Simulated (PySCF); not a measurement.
## Bond length, frequency and bond energy of CBr⁻ by level of theory

State: ³Σ⁻ (triplet), unpaired electrons π ↑↑. Set-up: basis C def2-TZVPPD, Br def2-TZVPPD; no relativity; PySCF 2.14. De refers to C + Br⁻ in their high-spin ground configurations, without counterpoise correction. The functionals are run spin-unrestricted. A positive dipole points towards Br; it is taken about the centre of mass and depends on that origin.

```tsv
Level	Re (Å)	ωe (cm⁻¹)	De (eV)	μ (D)
UHF	2.230	260	n/a	3.03
UHF-MP2	2.025	450	1.48	n/a
UHF-SCS-MP2	2.049	422	1.29	n/a
UHF-CCSD	2.064	406	1.31	n/a
UHF-CCSD(T)	2.062	413	1.45	n/a
PBE	2.041	434	2.04	4.46
BLYP	2.101	382	1.71	4.31
r²SCAN	2.058	417	1.86	4.34
TPSSh	2.066	409	1.77	4.27
PBE0	2.032	439	1.80	4.36
M06	2.029	423	1.67	4.49
M06-2X	2.067	424	1.62	4.16
ωB97X-V	2.043	423	1.52	4.35
B2PLYP	2.063	407	1.51	4.07
```

The bond length runs from 2.025 Å (UHF-MP2) to 2.230 Å (UHF). De spans 1.29 eV (UHF-SCS-MP2, perturbation theory) to 2.04 eV (PBE, GGA).

Correlated steps freeze 10 core orbitals. Spin–orbit coupling is left out. For an ion De counts to the pair picked by the measured ionisation energies or electron affinities, which need not be the lowest pair at this level. The highest Kohn–Sham level is positive in this anion. Much of that is self-interaction error, but it also means that the finite basis helps to hold the extra electron. B2PLYP dipoles, levels and charges come from its SCF part alone. The state is the lowest determinant that a PBE0 search found; another state may lie lower at other levels.

The whole job (state search and all levels along the bond) took about 17 min on 2 threads of Arm Neoverse V2 (shared host), peak memory 3.6 GiB.
